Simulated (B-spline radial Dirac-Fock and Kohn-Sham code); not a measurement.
**Photoionisation of osmium ions at W Kα (59318.2 eV)**

Method: independent-particle photoionisation in a Dirac-Hartree-Slater potential with a Latter tail, all multipoles, thresholds from Dirac-Fock ΔSCF. Computed with a radial atomic solver. Cross sections in kb; a dash marks an empty subshell or a threshold above the photon energy.

```csv
ion,configuration,total,2p3/2,3p3/2,3d3/2,4s,4f5/2
Os,[Xe] 4f14 5d6 6s2,1.130,0.251,0.0553,0.00533,0.0219,1.68e-05
Os³⁺,[Xe] 4f14 5d5,1.130,0.251,0.0553,0.00533,0.0219,1.68e-05
Os⁷⁺,[Xe] 4f14 5d1,1.131,0.251,0.0554,0.00534,0.0219,1.70e-05
```
